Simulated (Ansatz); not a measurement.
C4H4, SMILES `C#CC=C` (charge 0, multiplicity 1).

Level of theory: PBE/cc-pVTZ // B3LYP-D3(BJ)/def2-TZVP (Ansatz, a quantum-chemistry and plane-wave program).

Ansatz 0.2 input:
```yaml
crystal:
  periodic: [false, false, false]
  atoms:
    - { symbol: C, position_ang: [2.00131, 0.3671, 0.616323] }
    - { symbol: C, position_ang: [0.932687, -0.038723, 0.241653] }
    - { symbol: C, position_ang: [-0.312698, -0.553028, -0.205561] }
    - { symbol: C, position_ang: [-1.432142, 0.165446, -0.306139] }
    - { symbol: H, position_ang: [2.940584, 0.735023, 0.948568] }
    - { symbol: H, position_ang: [-0.322586, -1.604351, -0.476466] }
    - { symbol: H, position_ang: [-1.456367, 1.214906, -0.04438] }
    - { symbol: H, position_ang: [-2.350785, -0.286371, -0.654423] }
basis:
  gaussian: { orbitals: cc-pVTZ }
hamiltonian:
  xc: pbe
```

Output:

```
Functional definition: PBE
896 factors; their error is unknown
mean field evaluation 1: about -4196.4877 eV, gradient 6.3e1 eV
mean field evaluation 2: about -4189.1288 eV, gradient 8.0e1 eV
mean field evaluation 4: about -4205.9838 eV, gradient 1.2e1 eV
mean field evaluation 8: about -4206.3220 eV, gradient 2.3e-1 eV
mean field evaluation 16: about -4206.3057 eV, gradient 8.7e-5 eV
mean field -4206.30574600 eV, -154.5788850290 hartree, gradient 8.7e-5 eV, S^2 0.000000; 0 other end points of the search recorded, 0 dependent functions left out
reference -4206.30577876 eV, -154.5788862328 hartree; 14, 14 occupied and 162, 162 virtual orbitals, 896 factors
Total energy: -4206.30577876 eV, -154.5788862328 hartree
```
